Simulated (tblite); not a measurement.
Isomers of C7H9 (doublet state). All values are computed: GFN2-xTB (tblite) harmonic vibrations without scaling, gas phase. This tight-binding method is rough: wavenumbers can miss measured ones by several per cent, in bad cases by 10 to 20. One conformer each. Open shells enter through the occupations alone, without spin polarisation, and single modes of such species can be off by tens of per cent.

Electronic energies: GFN2-xTB at the same geometries; isomer energies are rough at this level and their order can be wrong.

```json
{"SMILES": "[H]/[C]=C\\CC(=C)C=C", "electronic energy, lowest = 0 (kcal/mol)": "23.2"}
{"SMILES": "C/C=C/CC1=C[CH]1", "electronic energy, lowest = 0 (kcal/mol)": "34.2"}
{"SMILES": "C=C/C(C)=C1\\[CH]C1", "electronic energy, lowest = 0 (kcal/mol)": "0.0"}
```

Task: How do GFN2-xTB zero-point energies change the relative energies?

Result: 
```tsv
SMILES	ZPE (kcal/mol)	of it from modes above 1550 cm⁻¹	electronic (kcal/mol)	with ZPE, lowest = 0 (kcal/mol)	lowest mode (cm⁻¹)	rings
C=C/C(C)=C1\[CH]C1	81.7	44.1	0.0	0.0	104	1
[H]/[C]=C\CC(=C)C=C	81.3	46.8	23.2	22.8	63	0
C/C=C/CC1=C[CH]1	81.4	44.0	34.2	33.9	31	1
```

The zero-point energies span 0.4 kcal/mol, from `[H]/[C]=C\CC(=C)C=C` to `C=C/C(C)=C1\[CH]C1`. The order is unchanged.

Task: What do entropy and thermal enthalpy add at 298.15 K and 1 bar (rigid rotor, harmonic oscillator, one conformer each)?

Result: 
```json
{"SMILES": "C=C/C(C)=C1\\[CH]C1", "point group": "Cs", "symmetry number": "1", "S (cal/(mol K))": "88.3", "H − H(0) (kcal/mol)": "5.75", "ZPE + H − H(0) − TS (kcal/mol)": "61.1"}
{"SMILES": "[H]/[C]=C\\CC(=C)C=C", "point group": "C1", "symmetry number": "1", "S (cal/(mol K))": "89.8", "H − H(0) (kcal/mol)": "5.78", "ZPE + H − H(0) − TS (kcal/mol)": "60.3"}
{"SMILES": "C/C=C/CC1=C[CH]1", "point group": "C1", "symmetry number": "1", "S (cal/(mol K))": "93.1", "H − H(0) (kcal/mol)": "5.97", "ZPE + H − H(0) − TS (kcal/mol)": "59.6"}
```

S holds R ln(2S + 1) for the spin.
